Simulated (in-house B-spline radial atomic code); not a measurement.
A run on Dy (an excited or competing configuration) that did not converge. Method: scalar-relativistic (X2C) wB97X, spin-polarised, spherical fractional occupations, Fermi nucleus of rms radius 5.2218 fm; computed with an all-electron radial atomic-structure program (B-spline basis).

Command:
```bash
python run_scf.py task.json out
```
Settings (nuclear radius in fm, mass in u):
```
Z                66
configuration    [Xe] 4f10 6s1 7p1
hamiltonian      x2c
method           wb97x
spin_polarised   True
nucleus          fermi
rms_radius       5.2218
atomic_mass      163.92918
speed_of_light   137.035999084
```

First and last ten iterations of the last attempt (damped for 15 steps, keeping 80 % of the old Fock matrix, then DIIS):
```
 iter        energy (Eh)    residual
    1      -12101.480306    7.84e-01
    2      -12112.180121    1.34e+00
    3      -12133.897340    8.72e-01
    4      -12145.633994    5.48e-01
    5      -12151.610009    3.53e-01
    6      -12154.461201    2.41e-01
    7      -12155.750352    1.69e-01
    8      -12156.321812    1.17e-01
    9      -12156.583449    7.95e-02
   10      -12156.713700    5.47e-02
  111      -12156.891293    3.55e-03
  112      -12156.891453    3.76e-03
  113      -12156.891208    2.82e-03
  114      -12156.891612    3.60e-03
  115      -12156.891713    2.33e-03
  116      -12156.891306    2.65e-03
  117      -12156.890837    4.57e-03
  118      -12156.890563    4.68e-03
  119      -12156.891222    2.87e-03
  120      -12156.891114    3.40e-03
 not converged after 120 iterations
```

The smallest residual met was 6.2e-04; the threshold is about 7e-07. No energy from this run should be used. Cost of the run: 30 s on 1 thread of Arm Neoverse V2 (shared host).
